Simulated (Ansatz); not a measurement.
The same group exchange along the group B, Al, In.

Computed with Ansatz on PBE0-D4/def2-TZVP structures; ΔE is electronic, products minus reactants. CCSD(T)/CBS is the MP2 limit (def2-TZVPP, def2-QZVPP) plus CCSD(T) − MP2 in def2-TZVPP, frozen cores. def2 core potentials past Kr. For In outer-core shells are correlated without core-valence functions, which leaves a few kJ/mol of doubt a bond.

(1) Order these by ΔE at CCSD(T)/CBS, lowest first. (An estimate is asked.)
A. `[SiH3][SiH2][InH2]` + `C1C[SiH2]1` → `[InH2][CH]1C[SiH2]1` + `[SiH3][SiH3]`
B. `B[SiH2][SiH3]` + `C1C[SiH2]1` → `BC1C[SiH2]1` + `[SiH3][SiH3]`
C. `[AlH2][SiH2][SiH3]` + `C1C[SiH2]1` → `[AlH2][CH]1C[SiH2]1` + `[SiH3][SiH3]`

Largest T1 diagnostic: 0.014, for `B[SiH2][SiH3]`.

Results:

(1) B (-0.84 eV), C (-0.18 eV), A (+0.34 eV).
